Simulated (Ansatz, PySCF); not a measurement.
Molecule: bis(ethenyl)-methylborane, C₅H₉B, charge 0, multiplicity 1. SMILES: C=CB(C)C=C
Geometry from a B3LYP-D3(BJ)/def2-TZVP (Ansatz, an electronic-structure program) optimisation:
```
B
C 1 1.5549
C 2 1.3371 1 124.16
H 3 1.0839 2 121.75 1 0.00
H 3 1.0851 4 115.79 2 180.00
H 2 1.0880 3 116.08 4 180.00
C 1 1.5592 2 120.24 6 0.00
C 7 1.3372 1 125.24 2 0.00
H 8 1.0841 7 121.90 1 0.00
H 8 1.0851 9 115.62 7 -180.00
H 7 1.0897 8 116.41 9 -180.00
C 1 1.5716 2 122.53 6 180.00
H 12 1.0896 1 116.32 2 0.00
H 12 1.0965 13 107.89 4 123.55
H 12 1.0965 13 107.89 14 112.90
```

Property: atomisation energy, in kcal/mol. Terms: open shells spin-unrestricted; non-relativistic; 6-31G* and kin with 6d, 5d where marked; LANL2DZ all-electron up to Ne; 6-311+G** with 5d; valence correlation only; atomisation electronic, to ground-state atoms; dispersion terms only where a functional's name holds one; no spin-orbit coupling. Ab initio and DFT rows: single points at B3LYP-D3(BJ) geometries (Ansatz).

| level | program | atomisation energy (kcal/mol) |
|---|---|---|
| PBE/STO-3G | Ansatz | 1836.1 |
| PBE/LANL2DZ | Ansatz | 1503.4 |
| PBE/6-311+G** | Ansatz | 1520.8 |
| B3LYP/3-21G | Ansatz | 1483.4 |
| PBE0/6-31G* | Ansatz | 1509.2 |
| B3PW91/6-31G* (5d) | PySCF | 1502.5 |
| PBE0/def2-TZVPD | Ansatz | 1506.7 |
| B2PLYP-D3(BJ)/def2-TZVPD | Ansatz + dftd3 | 1489.9 |

No value to compare with is used here. The 6 habitual levels span 1483.4 (B3LYP/3-21G) to 1836.1 kcal/mol (PBE/STO-3G); PBE0/def2-TZVPD gives 1506.7.

The levels are drawn from those run, B3LYP/6-31G* more often than the rest, none by its result; left out are runs that failed, that the program found above a lower state of the same kind, or whose <S^2> lies over 0.5 above the pure value.
